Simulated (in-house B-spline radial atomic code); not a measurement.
The numbers below are computed, except where a source is named.
## Making a Troullier-Martins p channel for Rh, r_c = 1.2 bohr

Rh, [Kr] 4d8 5s1, non-relativistic PBE, spherical and spin-unpolarised, from an all-electron radial atomic-structure program (B-spline basis) (atomic units). The all-electron 4p level is ε = -1.802656 hartree, its outermost node lies just inside 0.49 bohr and its outer maximum at 0.96 bohr.

Inside r_c the pseudo-orbital is u(r) = r^2 exp(p(r)), with p = c0 + c2 r² + c4 r⁴ + … + c12 r¹². The seven coefficients follow from p and its first four derivatives at r_c, from zero curvature of the screened potential at the origin, c4 = −c2²/(2l + 5), and from the norm inside r_c. At r_c the all-electron orbital has P = 0.9609546, P' = -0.8728399, the screened potential V = -3.258509, V' = 7.064651, V'' = -19.5233, and the norm inside is Q = 0.6491042.

**Question.** What are p, p' and p'' at r_c?

**Answer.** p = ln(P/r_c^2) = ln(0.9609546/1.44) = -0.40447. p' = P'/P − 2/r_c = -0.90831 − 1.66667 = -2.57497. The radial equation gives p'' = 2(V − ε) − 2(2) p'/r_c − p'² = -2.91171 − (-8.58324) − 6.63048 = -0.95895. Differentiating, p''' = 2V' + 2(2)p'/r_c² − 2(2)p''/r_c − 2p'p'' = 5.2346, and p'''' = 2V'' − 4(2)p'/r_c³ + 4(2)p''/r_c² − 2(2)p'''/r_c − 2p''² − 2p'p''' = -24.783.

For a trial c2 the five matching conditions are linear in c0, c6, c8, c10 and c12, and c2 is varied until the norm inside r_c equals Q. The root nearest zero gives:

```csv
n,c_n
0,0.7317944
2,-0.1058748
4,-0.001601353
6,-1.662663
8,1.705455
10,-0.6895096
12,0.1032197
```

**Question.** Check c4 and p(r_c), and find the screened pseudopotential at the origin.

**Answer.** −c2²/7 = -0.00160135, as listed. The terms c_n r_c^n are 0.73179, -0.15246, -0.00332, -4.96469, 7.33314, -4.26926, 0.92032, which sum to -0.40447. Inverting the radial equation, V_l(r) = ε + 2 p'/r + (p'' + p'²)/2, so V_l(0) = ε + (2l + 3) c2 = -1.802656 + 5 × (-0.105875) = -2.3320 hartree, finite where the all-electron potential diverges.

Orbitals and screened potentials:

```json
{"r (bohr)": "0.12", "P": "0.208", "u": "0.02989", "V all-electron": "-235.1", "V pseudo": "-2.341"}
{"r (bohr)": "0.3", "P": "-0.5823", "u": "0.1851", "V all-electron": "-57.01", "V pseudo": "-2.642"}
{"r (bohr)": "0.48", "P": "0.005871", "u": "0.46", "V all-electron": "-24.31", "V pseudo": "-3.882"}
{"r (bohr)": "0.66", "P": "0.7057", "u": "0.7931", "V all-electron": "-12.81", "V pseudo": "-5.807"}
{"r (bohr)": "0.84", "P": "1.043", "u": "1.039", "V all-electron": "-7.732", "V pseudo": "-6.571"}
{"r (bohr)": "1.02", "P": "1.08", "u": "1.079", "V all-electron": "-4.916", "V pseudo": "-5.063"}
{"r (bohr)": "1.2", "P": "0.961", "u": "0.961", "V all-electron": "-3.259", "V pseudo": "-3.259"}
```

Logarithmic derivatives P'/P at R = 1.5 bohr, for energies E around ε:

```
E − ε (hartree)  all-electron      pseudo
           -0.5     -0.042711  -0.0447528
          -0.25     -0.598299    -0.59906
           -0.1      -1.02791    -1.02806
              0      -1.37267    -1.37266
            0.1      -1.78052    -1.78075
           0.25      -2.55958    -2.56184
            0.5      -4.68062    -4.70052
```

**Question.** With P(R) = 0.6757447 and a norm of 0.8525811 inside R, what slope in energy does norm conservation fix?

**Answer.** d(P'/P)/dE = −2 × (norm inside R)/P(R)² = -3.7342 per hartree·bohr at E = ε, for both atoms, since orbital and norm agree at R. Differences over ±0.1 hartree give -3.7630 (all-electron) and -3.7635 (pseudo), which also hold third-order terms. Half a hartree below ε the two curves differ by -0.0020.
